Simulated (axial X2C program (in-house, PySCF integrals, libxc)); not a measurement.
Spin–orbit effects down a group: molecules with H (ions), HF

Calculated with an in-house relativistic program for diatomic molecules, spin-free (one-electron X2C) or two-component (2c: spin–orbit coupling with atomic mean-field Coulomb and Gaunt terms, which also bring small scalar terms), in Dyall basis sets with cores contracted in-house; open shells are unrestricted.

Basis sets: H dyall-v3z, O dyall-av3z, S dyall-av3z, Se dyall-cv3z.

```tsv
molecule	spin-free state	Re (Å)	ωe (cm⁻¹)	De (eV)	2c state	Re 2c (Å)	ωe 2c (cm⁻¹)	De 2c (eV)
OH⁺	M_S = 1, Λ = 0	1.008	3352.6	3.63	Ω = 1	1.008	3352.8	3.63
SH⁺	M_S = 1, Λ = 0	1.351	2709.8	2.66	Ω = 1	1.351	2709.3	2.65
SeH⁺	M_S = 1, Λ = 0	1.468	2473.0	2.16	Ω = 1	1.469	2470.0	2.15
```

Work out the shifts from the spin-free to the two-component result.



```tsv
molecule	2c state	ΔRe (Å)	Δωe (cm⁻¹)	ΔDe (eV)
OH⁺	Ω = 1	0.000	0.2	0.00
SH⁺	Ω = 1	0.000	-0.5	-0.01
SeH⁺	Ω = 1	0.001	-3.0	-0.01
```

Shifts of one unit in the last digit are rounding.

Fragments in 2c: O+ + H, S+ + H, Se+ + H. Each entry is the lowest single determinant of a limited PBE0 search at one distance. De goes to single-determinant-based atoms at the same level (for ions the charge split of lowest energy) and is withheld (n/a) where an atom does not fit its ground term or J level. Main or longest-lived isotopes. One determinant is a doubtful description, or other states lie close, for OH⁺, SH⁺, SeH⁺; these need not be ground states, and all values refer to the states named. Some open-shell Ω = 0 determinants are out of reach, so the Ω given for OH⁺, SH⁺, SeH⁺ need not be the lowest component. With several unpaired electrons the Ω given is that of one determinant, not necessarily of the lowest component.
